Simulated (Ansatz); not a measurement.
Program: Ansatz. Geometries: PBE0-D4/def2-TZVP. ΔE: electronic, gas phase. CCSD(T)/CBS adds triple-zeta CCSD(T) − MP2 to the extrapolated MP2 energy (def2 sets, frozen cores). Functionals use def2-TZVPP. B3LYP here is the variant with VWN-RPA as its local correlation; programs differ in this. HSE06 is defined as in plane-wave codes. For Zn outer-core shells are correlated without core-valence functions, which leaves a few kJ/mol of doubt a bond. Scalar relativity is left out up to krypton. One conformer a species, not always the lowest.

Consider the redistribution: `[SiH3][CH2][ZnH]` + `N[Si](N)(N)Cl` → `N[Si](N)([SiH3])Cl` + `N[CH2][ZnH]`.

```tsv
level	ΔE (kJ/mol)	difference from CCSD(T)/CBS
B97M-V	184.6	-2.3
PBE0-D4	173.1	-13.8
r2SCAN0-D4	189.8	2.9
HSE06-D4	172.8	-14.1
ωB97X-V	180.2	-6.7
revPBE	156.5	-30.4
BLYP	166.1	-20.8
B3LYP	176.8	-10.1
HSE06	172.6	-14.3
BHLYP	190.1	3.2
CAM-B3LYP	185.5	-1.4
CCSD(T)/def2-SVP	169.0	-17.9
CCSD/def2-TZVPP	187.8	0.9
MP2/def2-QZVPP	198.8	11.9
MP2/CBS(def2)	199.1	12.2
CCSD/CBS(def2)	188.9	2.0
CCSD(T)/CBS	186.9	0
```

Largest T1 diagnostic among the species: 0.014.

From BLYP to BHLYP (50 % exact exchange), in def2-TZVPP and without D4, ΔE moves by +24.0 kJ/mol. At CCSD(T), def2-SVP lies −17.9 kJ/mol from the extrapolated value and def2-TZVPP −1.2 kJ/mol. Leaving LDA and LC-ωPBE aside and taking each functional with its dispersion term where it has one, the values, not all of them listed here, spread over 29.7 kJ/mol, from PBE-D4 to ωB97M-V. LDA lies +9.8 kJ/mol from PBE without D4.

CCSD(T)/CBS has its own doubt, a few kJ/mol and more with outer-core shells, so smaller differences from it don't rank the levels.
